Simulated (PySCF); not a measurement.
**Ionising RbSb**

UHF-MP2; PySCF, scalar-relativistic core potentials, basis sets Rb def2-SVPD with ECP28, Sb def2-SVPD with ECP28. Neutral (UHF): triplet (π ↑↑), Re = 3.540 Å, ωe = 102 cm⁻¹, De = 0.70 eV.

RbSb⁺ (UHF): quartet (σ ↑, π ↑↑), Re = 4.081 Å, ωe = 42.3 cm⁻¹, De = 0.16 eV to Rb⁺ + Sb. The energies at the minima are -263.22378 hartree for RbSb and -263.05534 for RbSb⁺.

Problem. Work out the adiabatic ionisation energy, without and with harmonic zero-point energies (1 hartree = 27.2114 eV, 1 eV = 8065.5 cm⁻¹), and the change of the bond length.

Solution. At UHF-MP2: 0.16844 hartree = 4.583 eV between the minima; the zero-point term (42.3 − 102.0)/2 cm⁻¹ = -0.004 eV makes it 4.580 eV. Re changes by +54.1 pm against the neutral. The electron leaves a σ orbital, and the ion is left as a loose complex of an ion and an atom.

Correlated steps freeze 4 core orbitals. Weak bonds: RbSb⁺. Basis-set superposition, not corrected here, can be much of De in a small basis, most of all at correlated wavefunction levels. Spin–orbit coupling is left out, which matters for elements this heavy, above all for dissociation energies. For an ion De counts to the pair picked by the measured ionisation energies or electron affinities, which need not be the lowest pair at this level. States were picked by a PBE0 search and need not be the measured ground states.
